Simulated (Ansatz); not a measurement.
Reaction (SMILES): C=CCCC(C)C [5-methylhex-1-ene] → [CH2]C(C)CCC=C + H atom (the C-H bond at the site shown breaks; other sites are not compared here)
Geometries: B3LYP-D3(BJ)/def2-TZVP minima from Ansatz (a quantum-chemistry and plane-wave program), one conformer each, not searched for the lowest. Frequencies are from Ansatz.

Property: bond dissociation energy (enthalpy at 298 K, with B3LYP-D3(BJ) rigid-rotor harmonic-oscillator terms), in kcal/mol. Correlated levels leave the core frozen unless marked. UHF or UKS for open shells. Spin-orbit coupling is left out. No relativistic terms. CBS marks a two-point X^-3 extrapolation of the correlation energy; Hartree-Fock from the larger set. [CCSD(T)-MP2]/basis is that difference in the basis named.

Level to compare with: RI-MP2/CBS(cc-pVTZ,cc-pVQZ)+[CCSD(T)-MP2]/cc-pVTZ (Ansatz), 102.3 kcal/mol. It is a level with limits of its own, and the differences hold the functionals' basis error too.

Question: Rank these functionals by how close they come to RI-MP2/CBS(cc-pVTZ,cc-pVQZ)+[CCSD(T)-MP2]/cc-pVTZ, closest first: wB97M-V/def2-TZVPD (Ansatz); B97M-V/def2-TZVPD (Ansatz); HSE06/def2-TZVPD (Ansatz).

Answer: wB97M-V/def2-TZVPD (range-separated hybrid meta-GGA with VV10, 101.3 kcal/mol, difference -1.0), B97M-V/def2-TZVPD (meta-GGA with VV10, 99.7 kcal/mol, difference -2.6), HSE06/def2-TZVPD (screened hybrid, 97.5 kcal/mol, difference -4.8)
